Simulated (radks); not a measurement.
Question: Isoelectronic series with 9 electrons, each ion in its NIST ground configuration. All-electron calculation, Dirac Kohn-Sham, PBE, spin-unpolarised, spherical densities, finite nucleus; open shells fill j = l - 1/2 first; Fermi nuclear charge, rms radius of each element as measured or else 0.836 A^(1/3) + 0.57 fm. Program: a radial shooting solver on a logarithmic mesh with Libxc functionals. Total energies (hartree) and mean radii <r> (bohr):

| ion | configuration | E (hartree) | 2p3/2 | 2p1/2 | 2s1/2 |
|---|---|---|---|---|---|
| F | [He] 2s2 2p5 | -99.74514 | 1.106 | 1.103 | 1.003 |
| Si5+ | [He] 2s2 2p5 | -279.89057 | 0.5074 | 0.5055 | 0.5480 |
| K10+ | [He] 2s2 2p5 | -555.10923 | 0.3346 | 0.3324 | 0.3745 |
| Cr15+ | [He] 2s2 2p5 | -926.36860 | 0.2500 | 0.2474 | 0.2838 |
| Cu20+ | [He] 2s2 2p5 | -1395.11727 | 0.1995 | 0.1965 | 0.2279 |
| Se25+ | [He] 2s2 2p5 | -1963.24140 | 0.1660 | 0.1625 | 0.1899 |

Estimate the row of Ru35+ ([He] 2s2 2p5).

Answer: E (hartree) -3407.56075; 2p3/2 0.1240; 2p1/2 0.1196; 2s1/2 0.1413.
